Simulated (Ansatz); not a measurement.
C2H7BS, SMILES `CBCS` at its PBE0-D4/def2-TZVP geometry, where that method's forces vanish. The species carries charge 0 and has multiplicity 1.

```json
{"atom": "C1", "x (Å)": "0.333", "y (Å)": "1.142", "z (Å)": "0.790"}
{"atom": "B2", "x (Å)": "0.601", "y (Å)": "-0.297", "z (Å)": "0.206"}
{"atom": "C3", "x (Å)": "0.003", "y (Å)": "-0.760", "z (Å)": "-1.155"}
{"atom": "S4", "x (Å)": "-1.174", "y (Å)": "-1.507", "z (Å)": "0.056"}
{"atom": "H5", "x (Å)": "-0.525", "y (Å)": "1.653", "z (Å)": "0.342"}
{"atom": "H6", "x (Å)": "1.214", "y (Å)": "1.761", "z (Å)": "0.578"}
{"atom": "H7", "x (Å)": "0.210", "y (Å)": "1.149", "z (Å)": "1.876"}
{"atom": "H8", "x (Å)": "1.420", "y (Å)": "-1.018", "z (Å)": "0.707"}
{"atom": "H9", "x (Å)": "-0.522", "y (Å)": "-0.074", "z (Å)": "-1.814"}
{"atom": "H10", "x (Å)": "0.458", "y (Å)": "-1.581", "z (Å)": "-1.704"}
{"atom": "H11", "x (Å)": "-2.019", "y (Å)": "-0.467", "z (Å)": "0.119"}
```

(1) For each bond, give half the difference of the two atoms' forces along it (eV/Å; positive pushes the atoms apart) under PBE-D4, r2SCAN-D4, B3LYP-D4, ωB97M-V in def2-TZVPP. (Estimate.)

## Answers

(1) Computed: 
```tsv
bond	length (Å)	PBE-D4	r2SCAN-D4	B3LYP-D4	ωB97M-V
C1–B2	1.576	-0.08	-0.01	0.06	0.10
C1–H5	1.095	0.13	0.00	-0.02	-0.06
C1–H6	1.097	0.13	-0.01	-0.04	-0.07
C1–H7	1.093	0.12	-0.01	-0.04	-0.06
B2–C3	1.557	0.05	0.08	0.10	0.09
B2–S4	2.154	0.08	0.13	0.37	0.19
B2–H8	1.201	0.06	-0.05	-0.17	-0.17
C3–S4	1.847	0.19	0.21	0.39	0.19
C3–H9	1.087	0.09	-0.04	-0.09	-0.09
C3–H10	1.087	0.10	-0.05	-0.10	-0.09
S4–H11	1.342	0.27	0.01	-0.06	-0.12
```

B3LYP here is the variant with VWN-RPA as its local correlation; programs differ in this.
